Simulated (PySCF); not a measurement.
Choosing a molecule for a target property.

Species are written as SMILES; each is one conformer at its optimised geometry, gas phase, non-relativistic unless stated. Electronic properties by PySCF.

Dipoles, sizes and rotational constants follow the conformer. The torsions of the flexible species, by atom-mapped SMILES:
- `[CH3:1][CH2:2][O:3][SiH2:4][S:5][CH3:6]`: C1–C2–O3–Si4 59°, C2–O3–Si4–S5 176°, O3–Si4–S5–C6 -48°
- `[CH2:1]=[C:2]([C:3]#[N:4])[C:5]([F:6])([F:7])[C:8]([F:9])([F:10])[F:11]`: C1–C2–C5–F6 139°, C2–C5–C8–F9 57°
- `[CH2:1]=[N:2][Si@:3]([CH3:4])([NH2:5])[CH2:6][C:7]#[N:8]`: C1–N2–Si3–C4 -16°, N2–Si3–C6–C7 -63°, H–N5–Si3–N2 84°, H–N5–Si3–N2 -51°
- `[CH3:1][S:2][Si@@H:3]1[CH2:4][CH2:5][C@H:6]1[F:7]`: C1–S2–Si3–C4 -87°
- `[CH3:1][NH:2][SiH2:3][n:4]1[cH:5][cH:6][n:7][cH:8]1`: C1–N2–Si3–N4 -53°, N2–Si3–N4–C5 147°

Question: Wanted: electronic spatial extent ⟨r²⟩ about the centre of nuclear charge below 1210 bohr² (PBE0/def2-SVPD) and dipole moment above 2.5 D (PBE0/def2-SVPD), at GFN2-xTB geometries. Which candidate meets both?
A. `C#C/C=C(\F)C#CC=C`
B. `C=N[Si@](C)(N)CC#N`
C. `CCO[SiH2]SC`
D. `C(F)(C(C(=C)C#N)(F)F)(F)F`

Answer: B. Computed values:
| species | electronic spatial extent ⟨r²⟩ about the centre of nuclear charge | dipole moment |
| --- | --- | --- |
| C=N[Si@](C)(N)CC#N | 1204 bohr² | 4.16 D |
| CCO[SiH2]SC | 1222 bohr² | 2.61 D |
| C(F)(C(C(=C)C#N)(F)F)(F)F | 1392 bohr² | 3.77 D |
| C#C/C=C(\F)C#CC=C | 1878 bohr² | 2.30 D |

Question: Wanted: HOMO energy between -7 eV and -6.8 eV (PBE0/def2-SVPD) and smallest rotational constant below 1.1 GHz (GFN2-xTB), at GFN2-xTB geometries. Which candidate meets both?
A. `C#C/C=C(\F)C#CC=C`
B. `CCO[SiH2]SC`
C. `C=N[Si@](C)(N)CC#N`
D. `CS[Si@@H]1CC[C@H]1F`

Answer: D. Computed values:
| species | HOMO energy | smallest rotational constant |
| --- | --- | --- |
| C=N[Si@](C)(N)CC#N | -7.08 eV | 1.128 GHz |
| CS[Si@@H]1CC[C@H]1F | -6.94 eV | 0.869 GHz |
| CCO[SiH2]SC | -6.72 eV | 0.992 GHz |
| C#C/C=C(\F)C#CC=C | -6.60 eV | 0.557 GHz |

Question: Wanted: HOMO–LUMO gap between 5 eV and 6.8 eV (PBE0/def2-SVPD) and lowest singlet excitation below 5 eV (TDDFT PBE0/def2-SVPD), at GFN2-xTB geometries. Which candidate meets both?
A. `[SiH2](OCC)SC`
B. `C#C/C=C(\F)C#CC=C`
C. `C=N[Si@](C)(N)CC#N`
D. `CN[SiH2]n1ccnc1`

Answer: C. Computed values:
```csv
species,HOMO–LUMO gap,lowest singlet excitation
C#C/C=C(\F)C#CC=C,4.39 eV,4.13 eV
C=N[Si@](C)(N)CC#N,6.04 eV,3.96 eV
CN[SiH2]n1ccnc1,6.65 eV,5.80 eV
[SiH2](OCC)SC,6.93 eV,5.59 eV
```

Question: Wanted: lowest triplet excitation (Tamm–Dancoff) between 4 eV and 5 eV (TDA PBE0/def2-SVPD) and static isotropic polarisability below 92 au (PBE0/def2-SVPD), at GFN2-xTB geometries. Which candidate meets both?
A. `CS[Si@@H]1CC[C@H]1F`
B. `C#C/C=C(\F)C#CC=C`
C. `CN[SiH2]N1C=CN=C1`
D. `C=C(C#N)C(F)(F)C(F)(F)F`
E. `CCO[SiH2]SC`

Answer: C. Computed values:
| species | lowest triplet excitation (Tamm–Dancoff) | static isotropic polarisability |
| --- | --- | --- |
| C#C/C=C(\F)C#CC=C | 2.32 eV | 122.1 au |
| C=C(C#N)C(F)(F)C(F)(F)F | 3.68 eV | 66.8 au |
| CN[SiH2]N1C=CN=C1 | 4.37 eV | 89.9 au |
| CS[Si@@H]1CC[C@H]1F | 4.92 eV | 94.8 au |
| CCO[SiH2]SC | 5.15 eV | 88.4 au |
